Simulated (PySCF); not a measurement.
Li⁺: ionisation energy

Li⁺ 1s2 → Li²⁺ 1s1 [1s1/2^1, M_J = 1/2], as a difference of total energies. All numbers are calculated (PySCF 2.14, the two-component X2C-1e Hamiltonian, in an uncontracted even-tempered set (16 s from 0.24 bohr⁻², ratio 2.4; 8 p from 0.31 bohr⁻², ratio 2.4; 4 d from 1.3 bohr⁻², ratio 2.6; 3 f from 2 bohr⁻², ratio 2.6)). Correlated levels: nothing frozen; the 30 highest virtual spinors dropped. "Screened" scales the spin-orbit matrix elements by Boettger's factors to mimic the two-electron term; Breit and QED terms are absent.

```
                    method  ionisation energy (eV)
 GHF (screened spin-orbit)                  74.465
GMP2 (screened spin-orbit)                  75.532
     GHF (bare spin-orbit)                  74.465
    GMP2 (bare spin-orbit)                  75.532
```

How much does correlation contribute at GMP2 (bare spin-orbit)?

75.532 − (74.465) = 1.067 eV, measured against GHF (bare spin-orbit).

For comparison: 75.640 eV (theoretical estimate listed by NIST; NIST Atomic Spectra Database, ionization energies).
